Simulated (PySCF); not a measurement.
## C₆ coefficients of unlike pairs at PBE0

Calculated with PySCF 2.14 from the dipole response of each species, C₆(A,B) = (3/π) ∫ α_A(iu) α_B(iu) du, in atomic units, from isotropic polarisabilities. For ions this is the dispersion term alone; charge-induced terms of lower order in 1/R come first.

```tsv
species	configuration	basis	relativity	α (bohr³)	C₆ (like pair)
Os	[Xe] 4f14 5d6 6s2 (5D)	aug-cc-pVTZ-PP with one added diffuse shell each of s, p, d, f, g type with ECP60MDF (7s7p6d4f3g)	core potential	58.52	665.3
Sb²⁺	[Kr] 4d10 5s2 5p1 (2P)	aug-cc-pVQZ-PP with one added diffuse shell each of s, p, d, f, g type with ECP28MDF (8s8p6d4f3g)	core potential	15.78	96.55
C⁺	[He] 2s2 2p1 (2P)	aug-cc-pVQZ (6s5p4d3f2g)	none	6.079	14.56
In⁺	[Kr] 4d10 5s2 (1S)	def2-TZVPPD with the def2 core potential (28 electrons) (7s5p4d2f)	core potential	24.73	169.7
```

**Question.** Estimate C₆ for In⁺ with Os.

**Answer.** The integral gives 332.3. The combination rule 2 C_A C_B / (C_A α_B/α_A + C_B α_A/α_B) gives 330.7 and the geometric mean 336.0.

No spin-orbit coupling is included.

The other pairs:

```tsv
pair	C₆
In⁺, Sb²⁺	127.0
C⁺, Sb²⁺	37.46
Sb²⁺, Os	244.6
C⁺, Os	94.86
In⁺, C⁺	49.20
```
